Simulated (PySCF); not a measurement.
# Gold: a sound run and one with changed settings

Sound run: Au [Xe] 4f14 5d10 6s1, Au⁺ [Xe] 4f14 5d10. Computed with PySCF 2.14 in aug-cc-pVDZ-PP with ECP60MDF (5s5p4d2f, 54 functions), with scalar relativity through the core potential. The sound run starts from symmetry-adapted Hartree-Fock orbitals and uses a fine grid where one is needed.

A second run was set up differently.

```
species  method  sound run (hartree)  changed run (hartree)  converged
     Au     UHF           -134.78071             -134.78071        yes
     Au    BP86           -135.83621             -135.83772        yes
     Au   M06-L           -135.77501             -135.67699        yes
    Au⁺     UHF           -134.49846             -134.49846        yes
    Au⁺    BP86           -135.47983             -135.47982        yes
    Au⁺   M06-L           -135.44814             -135.36956        yes
```

Ionisation energy of Au:

```tsv
method	sound run (eV)	changed run (eV)
UHF	7.680	7.680
BP86	9.698	9.739
M06-L	8.894	8.366
```

(1) What was changed?
A. radial grid too coarse
B. a valence shell is frozen
C. level shift left on
D. too few SCF iterations

Results:

(1) A. It used radial step 0.5 in ln r (0.13 in the sound run). A coarse radial grid mis-integrates the density and the exchange-correlation energy, with errors of either sign; Hartree-Fock needs no grid.
